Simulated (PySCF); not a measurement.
Bonds broken one at a time in the series Al I-H. All species are isolated molecules in the gas phase. Strings in code marks are SMILES.

The dipole moment from two functionals at the same geometries (PBE0-D3(BJ)/def2-TZVP), both in PySCF: PBE-D3(BJ)/def2-TZVP and PBE0-D3(BJ)/def2-TZVP. 

```tsv
species	PBE-D3(BJ)/def2-TZVP (D)
whole molecule (`[I][Al]([I])[I]`)	0.00
radical fragment (`[I]`)	0.00
radical fragment (`[I][Al][I]`)	0.89
whole molecule (`[I][AlH][I]`)	0.44
whole molecule (`[AlH2][I]`)	0.84
whole molecule (`[AlH3]`)	0.00
```

Question: What does PBE0-D3(BJ)/def2-TZVP give for each?

Answer: 
- whole molecule (`[I][Al]([I])[I]`): 0.00
- radical fragment (`[I]`): 0.00
- radical fragment (`[I][Al][I]`): 1.05
- whole molecule (`[I][AlH][I]`): 0.55
- whole molecule (`[AlH2][I]`): 0.98
- whole molecule (`[AlH3]`): 0.00
Over these rows, drawn at random from the members with no instability flagged (it was tested for open shells, ions and some series alone), PBE minus PBE0-D3(BJ): mean -0.07 D, from -0.16 D to 0.00 D.
